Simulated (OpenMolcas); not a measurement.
Pd2+ (d8) in a complex was computed by CASSCF with the d shell active (OpenMolcas, ANO-RCC-VTZP on the metal). Its lowest spin-free states, and all those of the highest spin:

| 2S+1 | Degeneracy | E (cm-1) |
| --- | --- | --- |
| 3 | 1 | 0.0 |
| 3 | 3 | 9750 |
| 1 | 2 | 13829 |
| 3 | 3 | 15907 |
| 1 | 1 | 22888 |
| 1 | 3 | 23319 |
| 3 | 3 | 26950 |
| 1 | 3 | 27637 |
| 1 | 2 | 35443 |
| 1 | 3 | 35852 |
| 1 | 1 | 59420 |

Problem. Is the site octahedral, tetrahedral or cube-like, axial, or of lower symmetry?

Solution. The states with 2S+1 = 3 have orbital degeneracies 1, 3, 3, 3. Threefold states need a cubic site. For d8 at this spin an octahedron puts the single A2 below the threefold T2 and a tetrahedron or cube puts the threefold T1 below the threefold T2, so the site is octahedral. The first gap at this spin, 9750 cm-1, is |10Dq| in ligand-field theory. The run had Pd2+ with 6 ligands (fluoride) in octahedral coordination (Oh) at 2.17 Å. A charge of +0.667 e stands 2.8 Å behind each ligand. Ligand basis ANO-RCC-VDZP.

Without dynamic correlation the repulsion within the d shell is too large (B by tens of per cent), so at a given field states of lower spin stand too high. Real 4d8 and 5d8 ions are as a rule square planar and diamagnetic. With metal d orbitals alone the field can be off either way by tens of per cent. Ligand-to-metal charge-transfer states are missing. With no ligand orbital active B as a rule stays too high, so bands that hang on it stand too high and its fall with covalency is understated. No measured value stands beside these numbers; the geometry is a model, was not optimised and need not be the one that this ion takes.
